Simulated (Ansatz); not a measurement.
The same atomization along the group C, Si, Ge.

Gas-phase electronic energies from Ansatz, PBE0-D4/def2-TZVP geometries. CCSD(T)/CBS is the MP2 limit (def2-TZVPP, def2-QZVPP) plus CCSD(T) − MP2 in def2-TZVPP, frozen cores. This one scheme is used for every species, atoms too. DFT in def2-TZVPP. No spin–orbit coupling; open shells (•) take unrestricted orbitals. Spin–orbit coupling would lower the free atoms: a little for Al, C, Si; clearly for Ge. Bonds to Ge are less sure, by a few kJ/mol each and by 10 to 20 or more in all where they break to atoms, as the def2 sets lack core-valence functions. Scalar relativity is left out up to krypton.

```json
{"reaction": "`[CH2]1[NH][AlH]1` → Al• + 4 H• + N• + C•", "PBE0-D4 (kJ/mol)": "2252", "HF/CBS(def2) (kJ/mol)": "1531"}
{"reaction": "`[NH]1[AlH][SiH2]1` → Al• + 4 H• + N• + Si•", "PBE0-D4 (kJ/mol)": "2020", "HF/CBS(def2) (kJ/mol)": "1413"}
{"reaction": "`[NH]1[AlH][GeH2]1` → Al• + 4 H• + N• + Ge•", "PBE0-D4 (kJ/mol)": "1887", "HF/CBS(def2) (kJ/mol)": "1265"}
```

Give the CCSD(T)/CBS values in the same order. (Best estimate.)

Ansatz gave: 2255, 2047, 1922 kJ/mol.

Largest T1 diagnostic: 0.018, for Al•.

For atomizations the MP2-based limit and the directly extrapolated one differ by several kJ/mol either way, and by 10 to 25 for some Ge, Se and Sn compounds, so smaller differences from it don't rank the levels.
